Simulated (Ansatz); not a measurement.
A nudged elastic band was laid between two geometries of AlCl3FH (6 atoms, charge 0, multiplicity 1).

These are results of RKS PBE0-D4/def2-SVP in Ansatz 0.2.0, not measurements.

```
movable images  : 5
climbing image  : yes
spring          : 5.0 eV/Å²
optimiser       : quadratic models (default)
start path      : through a guess of the saddle point
force threshold : 0.5 eV/Å
iteration limit : 60
end points      : relaxed
```

First end point:

```xyz
6
Properties=species:S:1:pos:R:3
Al 0.015 -0.048 0.019
F 0.018 0.332 1.657
Cl 1.820 0.143 -1.008
Cl -1.807 0.081 -0.987
Cl 0.060 -2.416 0.883
H 0.054 -1.692 1.968
```

Last end point:

```xyz
6
Properties=species:S:1:pos:R:3
Al 0.022 -0.528 -0.155
F 0.025 -0.024 1.768
Cl 1.819 0.242 -0.885
Cl -1.809 0.180 -0.864
Cl 0.060 -2.540 0.598
H 0.042 -0.932 2.069
```

Q: What changes between the two ends?

A: Bonds broken: Cl5–H6. Bonds formed: F2–H6.

Q: What energy profile does the band end with?

A: The run converged. The highest image is number 3 of 0 to 6, 10.7 kJ/mol above the first end and 22.3 kJ/mol above the last; the last end lies 11.5 kJ/mol below the first. The threshold of 0.5 eV/Å is loose, so the images may lie well off the minimum-energy path. The order of the stationary point at the top wasn't checked. The orbitals stay closed-shell, which can raise the energy where a bond breaks towards radicals; this wasn't checked here.

```tsv
image	path coordinate (Å)	energy (kJ/mol)	Cl5–H6 (Å)	F2–H6 (Å)
0	0.00	0.0	1.30	2.05
1	0.21	1.4	1.32	1.79
2	0.42	5.4	1.37	1.54
3	0.64	10.7	1.48	1.27
4	0.85	2.3	1.68	1.08
5	1.07	-8.5	1.91	0.99
6	1.29	-11.5	2.18	0.96
```

Q: What is the geometry of the highest image?

A: 
```xyz
6
Properties=species:S:1:pos:R:3
Al 0.020 -0.256 -0.034
F 0.027 0.027 1.738
Cl 1.836 0.184 -0.952
Cl -1.821 0.121 -0.930
Cl 0.055 -2.436 0.914
H 0.042 -1.242 1.792
```

The band took 4 iterations and of the order of 100 core-seconds.

Time of the run: 54 s on 2 threads of Arm Neoverse V1 (shared host), peak memory 0.2 GiB.
